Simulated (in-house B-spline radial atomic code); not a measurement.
Inner levels of lutetium as electrons are removed. A shift is the extra binding of the orbital against the neutral atom ([Xe] 4f14 5d3/2(1) 6s2). The density at the nucleus is averaged over the nuclear charge. Computed with a radial B-spline atomic code at the basis-set limit: Dirac-Hartree-Fock, jj configuration that fills j = l - 1/2 first, finite nuclei.

A number in brackets counts the electrons of a j subshell.

| ion | configuration | shift of 4f5/2 (eV) | shift of 4d3/2 (eV) | shift of 4s1/2 (eV) | radius of 4f5/2 (bohr) | radius of 4d3/2 (bohr) | radius of 4s1/2 (bohr) | Σ<r²> (bohr²) | change of density at nucleus (bohr⁻³) |
| --- | --- | --- | --- | --- | --- | --- | --- | --- | --- |
| Lu | [Xe] 4f14 5d3/2(1) 6s2 | 0 | 0 | 0 | 0.69598 | 0.54253 | 0.47852 | 76.455 | - |
| Lu+ | [Xe] 4f14 6s2 | 9.158 | 9.1078 | 9.1593 | 0.69223 | 0.54272 | 0.47853 | 58.326 | 37.86 |
| Lu2+ | [Xe] 4f14 6s1 | 17.339 | 17.292 | 17.312 | 0.6915 | 0.54271 | 0.47855 | 43.148 | -0.92 |
| Lu3+ | [Xe] 4f14 | 26.528 | 26.487 | 26.459 | 0.69043 | 0.5427 | 0.47859 | 31.571 | -59.57 |
| Lu4+ | [Xe] 4f5/2(6) 4f7/2(7) | 49.552 | 50.229 | 50.172 | 0.66274 | 0.5404 | 0.47791 | 28.967 | 10.63 |
| Lu5+ | [Xe] 4f5/2(6) 4f7/2(6) | 74.675 | 76.118 | 76.157 | 0.63944 | 0.53762 | 0.47705 | 26.799 | 91.95 |
| Lu6+ | [Kr] 4d10 4f5/2(6) 4f7/2(7) 5s2 5p1/2(2) 5p3/2(2) | 86.082 | 86.989 | 86.629 | 0.65151 | 0.5401 | 0.47805 | 23.629 | 97.12 |
| Lu7+ | [Kr] 4d10 4f5/2(6) 4f7/2(7) 5s2 5p1/2(2) 5p3/2(1) | 105.44 | 106.51 | 105.99 | 0.64597 | 0.53983 | 0.4781 | 21.287 | 144.83 |
| Lu8+ | [Kr] 4d10 4f5/2(6) 4f7/2(7) 5s2 5p1/2(2) | 125.49 | 126.73 | 126.06 | 0.6405 | 0.53947 | 0.47814 | 19.117 | 195.43 |
| Lu9+ | [Kr] 4d10 4f5/2(6) 4f7/2(6) 5s2 5p1/2(2) | 154.52 | 156.62 | 156.16 | 0.62057 | 0.5361 | 0.47709 | 17.828 | 292.85 |
| Lu10+ | [Kr] 4d10 4f5/2(6) 4f7/2(6) 5s2 5p1/2(1) | 176.68 | 178.99 | 178.64 | 0.61424 | 0.53504 | 0.477 | 16.082 | 316.38 |
| Lu11+ | [Kr] 4d10 4f5/2(6) 4f7/2(6) 5s2 | 199.47 | 202 | 201.77 | 0.60812 | 0.5339 | 0.47689 | 14.442 | 339.87 |
| Lu12+ | [Kr] 4d10 4f5/2(6) 4f7/2(5) 5s2 | 231.84 | 235.13 | 235.28 | 0.59179 | 0.53003 | 0.47557 | 13.519 | 448.96 |
| Lu13+ | [Kr] 4d10 4f5/2(6) 4f7/2(4) 5s2 | 265.68 | 269.64 | 270.25 | 0.57686 | 0.52592 | 0.4741 | 12.686 | 566.42 |
| Lu14+ | [Kr] 4d10 4f5/2(6) 4f7/2(4) 5s1 | 291.58 | 295.77 | 295.95 | 0.5722 | 0.52466 | 0.47452 | 11.408 | -153.42 |
| Lu15+ | [Kr] 4d10 4f5/2(6) 4f7/2(4) | 318 | 322.42 | 322.15 | 0.56763 | 0.52334 | 0.47444 | 10.186 | -920.57 |
